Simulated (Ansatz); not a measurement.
Species: NbF2, charge 0, multiplicity 4. The spin state was set by rule; other spins were not relaxed. SMILES: [F][Nb][F]
Geometry: optimised at B3LYP-D3(BJ)/def2-TZVP (Ansatz, an electronic-structure program).

Computed values are from Ansatz. Valence correlation only, unless marked. UHF or UKS for open shells. No spin-orbit coupling. The frozen core is the preceding noble-gas configuration, with the filled d and f shells of earlier blocks. Past Kr the def2 sets carry scalar-relativistic core potentials. CBS(X,Y): correlation extrapolated as X^-3; Hartree-Fock from the larger set. [CCSD(T)-MP2]/basis is that difference in the basis named.

atomisation energy De: 294.2 kcal/mol at CCSD(T)/CBS(def2-TZVPP,def2-QZVPP)
vertical ionisation energy (to the triplet): 8.16 eV at RI-MP2/CBS(def2-TZVPPD,def2-QZVPPD)+[CCSD(T)-MP2]/def2-TZVPPD
total energy: -256.2003 Eh at CCSD(T)/CBS(def2-TZVPP,def2-QZVPP)
dipole moment: 0.41 D at CCSD(T)/def2-SVPD
T1 diagnostic: 0.020 at CCSD/def2-QZVPP
